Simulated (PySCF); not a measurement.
The second ionisation energy along group 15

Calculated with PySCF 2.14 from differences of total energies of unrestricted determinants, without spin-orbit coupling. Values in eV. The last column holds reference values (NIST; (s) semi-empirical, (t) theoretical, else measured). Unmarked ones compare directly (S terms, centres of terms, or small fine structure); those marked * lie between the lowest fine-structure levels and include a spin-orbit shift.

| element | configurations | UHF | LDA | PBE | PBE0 | r2SCAN | MP2 (valence) | reference |
| --- | --- | --- | --- | --- | --- | --- | --- | --- |
| N (dyall-av3z, spin-free X2C) | [He] 2s2 2p2 → [He] 2s2 2p1 | 29.203 | 30.058 | 29.899 | 29.909 | 30.136 | 29.623 | 29.601 (s) * |
| P (dyall-av3z, spin-free X2C) | [Ne] 3s2 3p2 → [Ne] 3s2 3p1 | 19.159 | 19.813 | 19.772 | 19.809 | 19.943 | 19.609 | 19.769 (s) * |
| As (dyall-av3z, spin-free X2C) | [Ar] 3d10 4s2 4p2 → [Ar] 3d10 4s2 4p1 | 17.980 | 18.662 | 18.502 | 18.556 | 18.726 | 18.357 | 18.589 * |

"Valence" correlates the outer s and p shells and, in groups 3 to 12 and the f block, the outer d or f shell, open or full, or the next shell where the ion has no valence electron left; the wider scheme adds the next inner shell.
